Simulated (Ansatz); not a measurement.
Ansatz (an electronic-structure program) input (B3LYP-D3(BJ)/def2-TZVP):

Ansatz 0.2 input:
```yaml
crystal:
  periodic: [false, false, false]
  atoms:
    - {symbol: Sb, position_ang: [0.02374638, -0.01419423, 0.32164804]}
    - {symbol: F, position_ang: [0.65368493, 1.21433598, -0.91274954]}
    - {symbol: F, position_ang: [-0.78824778, -1.13390200, -0.90992269]}
basis:
  gaussian:
    orbitals: def2-TZVP
hamiltonian:
  xc: b3lyp
  dispersion: d3bj
total_charge: 1
phonons: {temperatures: {t_min: 298.15, t_max: 298.15, t_step: 100}}
```

Output:

```
Functional definition: B3LYP
integrals: 0.03 GiB planned
748 factors; their error is unknown
mean field: 0.32 GiB planned
mean field evaluation 1: about -11948.7165 eV, gradient 1.2e2 eV
mean field evaluation 2: about -11761.8786 eV, gradient 3.1e2 eV
mean field evaluation 4: about -11968.3223 eV, gradient 1.0e1 eV
mean field evaluation 8: about -11968.6360 eV, gradient 4.5e-1 eV
mean field evaluation 16: about -11968.6362 eV, gradient 3.4e-5 eV
mean field -11968.63616721 eV, -439.8392665122 hartree, gradient 2.8e-5 eV, S^2 0.000000; 0 other end points of the search recorded, 0 dependent functions left out
the calculation of the forces begins
reference -11968.63633068 eV, -439.8392725193 hartree; 20, 20 occupied and 92, 92 virtual orbitals, 748 factors
these checks for a lower state are left out or cut short: stability, starts, cluster_reference, orbital_swaps, neighbouring_geometries, increment
integrals: 0.03 GiB planned
748 factors; their error is unknown
mean field: 0.32 GiB planned
mean field -11968.63610041 eV, -439.8392640572 hartree, gradient 2.1e-6 eV, S^2 0.000000; 0 other end points of the search recorded, 0 dependent functions left out
the calculation of the forces begins
reference -11968.63626390 eV, -439.8392700654 hartree; 20, 20 occupied and 92, 92 virtual orbitals, 748 factors
these checks for a lower state are left out or cut short: stability, starts, cluster_reference, orbital_swaps, neighbouring_geometries, increment
integrals: 0.03 GiB planned
748 factors; their error is unknown
mean field: 0.32 GiB planned
mean field evaluation 32: about -11968.6361 eV, gradient 2.1e-6 eV
mean field -11968.63609753 eV, -439.8392639512 hartree, gradient 2.1e-6 eV, S^2 0.000000; 0 other end points of the search recorded, 0 dependent functions left out
the calculation of the forces begins
reference -11968.63626096 eV, -439.8392699574 hartree; 20, 20 occupied and 92, 92 virtual orbitals, 748 factors
these checks for a lower state are left out or cut short: stability, starts, cluster_reference, orbital_swaps, neighbouring_geometries, increment
integrals: 0.03 GiB planned
748 factors; their error is unknown
mean field: 0.32 GiB planned
mean field -11968.63612256 eV, -439.8392648711 hartree, gradient 2.1e-6 eV, S^2 0.000000; 0 other end points of the search recorded, 0 dependent functions left out
the calculation of the forces begins
reference -11968.63628606 eV, -439.8392708796 hartree; 20, 20 occupied and 92, 92 virtual orbitals, 748 factors
these checks for a lower state are left out or cut short: stability, starts, cluster_reference, orbital_swaps, neighbouring_geometries, increment
integrals: 0.03 GiB planned
748 factors; their error is unknown
mean field: 0.32 GiB planned
mean field -11968.63610188 eV, -439.8392641111 hartree, gradient 2.1e-6 eV, S^2 0.000000; 0 other end points of the search recorded, 0 dependent functions left out
the calculation of the forces begins
reference -11968.63626530 eV, -439.8392701169 hartree; 20, 20 occupied and 92, 92 virtual orbitals, 748 factors
these checks for a lower state are left out or cut short: stability, starts, cluster_reference, orbital_swaps, neighbouring_geometries, increment
integrals: 0.03 GiB planned
748 factors; their error is unknown
mean field: 0.32 GiB planned
mean field -11968.63614332 eV, -439.8392656342 hartree, gradient 2.2e-6 eV, S^2 0.000000; 0 other end points of the search recorded, 0 dependent functions left out
the calculation of the forces begins
reference -11968.63630677 eV, -439.8392716408 hartree; 20, 20 occupied and 92, 92 virtual orbitals, 748 factors
these checks for a lower state are left out or cut short: stability, starts, cluster_reference, orbital_swaps, neighbouring_geometries, increment
integrals: 0.03 GiB planned
748 factors; their error is unknown
mean field: 0.32 GiB planned
mean field evaluation 64: about -11968.6361 eV, gradient 2.5e-6 eV
mean field -11968.63614486 eV, -439.8392656908 hartree, gradient 2.5e-6 eV, S^2 0.000000; 0 other end points of the search recorded, 0 dependent functions left out
the calculation of the forces begins
reference -11968.63630834 eV, -439.8392716985 hartree; 20, 20 occupied and 92, 92 virtual orbitals, 748 factors
Total energy: -11968.70151497 eV, -439.8416679978 hartree
Atom 0 at     0.023746    -0.014194     0.321648 Å, force    -0.000014     0.000008    -0.000192 eV/Å
Atom 1 at     0.653685     1.214336    -0.912750 Å, force    -0.000030    -0.000064     0.000096 eV/Å
Atom 2 at    -0.788248    -1.133902    -0.909923 Å, force     0.000044     0.000056     0.000096 eV/Å
Dipole moment:     0.058849    -0.035177     0.797121 e Å
Vibrations: 222.57 710.51 720.87 cm⁻¹, zero-point energy 0.102532 eV
```
